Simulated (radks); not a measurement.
Results of a calculation; reference values are marked as such.
How relativity changes the ionisation of neutral xenon ([Xe]) to Xe+ ([Kr] 4d10 5s2 5p5). Spin-unpolarised spherical Kohn-Sham, BLYP, point nucleus unless stated (finite: rms radius 4.7859 fm), a radial shooting solver on a logarithmic mesh with Libxc functionals. A level marked "c x" has the speed of light scaled by that factor and shares open shells by 2j + 1; other Dirac levels either fill j = l - 1/2 first or share by 2j + 1.

| level | E(Xe) (hartree) | E(Xe+) (hartree) | IE (eV) | HOMO | <r> HOMO (bohr) |
|---|---|---|---|---|---|
| non-rel. | -7234.86165 | -7234.40699 | 12.372 | 5p | 2.339 |
| scalar-rel. | -7447.98081 | -7447.52693 | 12.351 | 5p | 2.321 |
| scalar-rel., finite nucleus | -7447.71678 | -7447.26289 | 12.351 | 5p | 2.321 |
| Dirac, 2j+1 shares | -7450.95200 | -7450.49687 | 12.385 | 5p3/2 | 2.363 |
| Dirac, low j first | -7450.95200 | -7450.51390 | 11.921 | 5p3/2 | 2.363 |
| Dirac, 2j+1 shares, finite nucleus | -7450.68700 | -7450.23186 | 12.385 | 5p3/2 | 2.363 |
| Dirac, c x 0.85 | -7543.89595 | -7543.44003 | 12.406 | 5p3/2 | 2.374 |
| Dirac, c x 1.5 | -7326.73486 | -7326.28022 | 12.371 | 5p3/2 | 2.349 |
| Dirac, c x 5 | -7242.88301 | -7242.42836 | 12.372 | 5p3/2 | 2.339 |

NIST Atomic Spectra Database: 12.130 eV (measured). The relativistic part of the total energy of Xe is -215.8 hartree (Dirac, 2j+1 shares, finite nucleus), 3 % of the non-relativistic value. Spin polarisation and multiplet splitting of open shells are left out at every level.

Beside tabulated values, note that relativity, absent from the non-relativistic runs, is large for the heavy elements, and spin-unpolarised runs miss the spin-polarisation part of the exchange energy of open shells.
